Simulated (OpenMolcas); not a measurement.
Au5+ (d6) among equal point charges was computed by CASSCF with the d shell active (OpenMolcas, ANO-RCC-VTZP on the metal). Its lowest spin-free states, and all those of the highest spin:

| 2S+1 | Degeneracy | E (cm-1) |
| --- | --- | --- |
| 5 | 2 | 0.0 |
| 5 | 2 | 509.7 |
| 3 | 1 | 7605 |
| 3 | 1 | 9925 |
| 3 | 1 | 9986 |
| 3 | 2 | 12458 |
| 5 | 1 | 15735 |
| 1 | 2 | 17579 |
| 1 | 1 | 18686 |
| 3 | 2 | 21172 |
| 3 | 2 | 21232 |
| 3 | 1 | 21972 |

**Question.** Is the site octahedral, tetrahedral or cube-like, axial, or of lower symmetry?

**Answer.** The states with 2S+1 = 5 have orbital degeneracies 2, 2, 1. There are pairs but no triples, so the site is axial: not cubic, but with a proper or improper axis of order three or more. The run had Au5+ among 5 point charges of -2 e arranged as a trigonal bipyramid (D3h), 1.65 Å from the ion, with the axial distance 1.617 Å.

Spin-orbit coupling mixes the spin-free states strongly: the lowest level takes only 58 % from its leading state, 5E, which lies 510 cm-1 above the lowest spin-free state. An orbital doublet at a regular site is open to a Jahn-Teller distortion, which this geometry leaves out. Without dynamic correlation the repulsion within the d shell is too large (B by tens of per cent), so at a given field states of lower spin stand too high. This shell can be high or low spin here, a state of another spin lies low, and with metal d orbitals alone active their balance is uncertain, so the ground spin may be wrong. Point charges give a weaker field than real ligands, and real ions of this kind are as a rule low spin; the high spin found here belongs to the model. Point charges carry no covalency, so the field is a model and not that of real ligands. No measured value stands beside these numbers.
